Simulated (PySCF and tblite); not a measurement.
Conformer ensemble of C8H7F, numbered as in [CH2:1]=[CH:2][c:3]1[cH:4][cH:5][cH:6][c:7]([F:8])[cH:9]1

Conformers came from 90 starts (ETKDG and KDG, MMFF94s, GFN2-xTB); geometries are PBE0-D3(BJ)/def2-SVP. Weights use PBE0-D3(BJ)/def2-SVPD (IEF-PCM, chloroform) energies plus GFN2-xTB zero-point and thermal terms (modes under about 100 cm⁻¹ blended into free rotors). Symmetry numbers and mirror images are counted. Conformers within 3 kcal/mol (GFN2-xTB free energy) were kept, 8 at most. GIAO shieldings: WP04/pcSseg-1 (IEF-PCM, chloroform). Couplings: B3LYP/pcSseg-1 with pcJ-1 on H, F (gas phase; spin-dipole term only for pairs with B, N, F, Si or P). Couplings are for ¹⁹F, ¹H. Shifts are against TMS (¹H), TMS (¹³C), CFCl3 (¹⁹F) at the same level; of two unlike H on one atom, a is the less shielded. Programs: PySCF with density fitting and tblite.

Torsions listed: C1–C2–C3–C4.

```json
{"conformer": "1", "shape": "-178°", "symmetry": "Cs", "E(GFN2) kcal/mol": "0.00", "E(DFT) kcal/mol": "0.00", "G(298.15 K) kcal/mol": "0.00", "weight %": "57.1", "dipole D": "1.78"}
{"conformer": "2", "shape": "2°", "symmetry": "Cs", "E(GFN2) kcal/mol": "0.09", "E(DFT) kcal/mol": "0.16", "G(298.15 K) kcal/mol": "0.17", "weight %": "42.9", "dipole D": "1.81"}
```

Weights (%) against temperature:

| T (K) | 1 | 2 | S(mix) cal/mol/K |
| --- | --- | --- | --- |
| 150 | 63.8 | 36.2 | 1.30 |
| 200 | 60.5 | 39.5 | 1.33 |
| 250 | 58.5 | 41.5 | 1.35 |
| 298.15 | 57.1 | 42.9 | 1.36 |
| 400 | 55.3 | 44.7 | 1.37 |

Averaged shifts at 298.15 K. ¹H: 7.25 (H5, 1H), 7.16 (H4, 1H), 7.13 (H9, 1H), 6.92 (H6, 1H), 6.40 (H2, 1H), 6.01 (H1a, 1H), 5.47 (H1b, 1H) ppm. ¹³C: 172.2 (C7), 144.9 (C3), 142.5 (C2), 136.0 (C5), 129.1 (C4), 121.5 (C6), 121.3 (C1), 118.9 (C9) ppm. ¹⁹F: -119.0 (F8) ppm.

Averaged couplings (Hz): ⁶J(H1b,F8) 0.6, ⁵J(H2,F8) 0.8, ⁴J(H5,F8) 5.3, ³J(H6,F8) 8.4, ³J(F8,H9) 10.4, ²J(H1a,H1b) 0.3, ³J(H1a,H2) 18.6, ³J(H1b,H2) 12.3, ⁴J(H2,H9) -0.5, ³J(H4,H5) 8.7, ⁴J(H4,H9) 1.2, ³J(H5,H6) 9.2, ⁴J(H6,H9) 2.2. Computed couplings to fluorine can be off by tens of per cent at such levels.

Coordinates of conformer 1 (Å):

```xyz
16

C     2.817   -0.559    0.041
C     1.867    0.261   -0.420
C     0.421    0.165   -0.181
C    -0.435    1.095   -0.791
C    -1.813    1.037   -0.592
C    -2.370    0.054    0.221
C    -1.515   -0.863    0.825
F    -2.032   -1.808    1.609
C    -0.143   -0.825    0.639
H     2.592   -1.424    0.671
H     3.868   -0.391   -0.203
H     2.169    1.104   -1.051
H    -0.009    1.871   -1.430
H    -2.464    1.768   -1.077
H    -3.445   -0.016    0.396
H     0.471   -1.572    1.144
```

Unscaled ¹⁹F shifts at such levels can be off by tens of ppm; differences between conformers or isomers are more reliable. Shifts are unscaled: against experiment ¹³C can be off by 15 ppm or more and ¹H by 0.8 ppm.

Search and properties took 3.2 min on 1 thread of Arm Neoverse V1, shared host (rough), launched as `OMP_NUM_THREADS=1 python ens_run.py task.json out`.
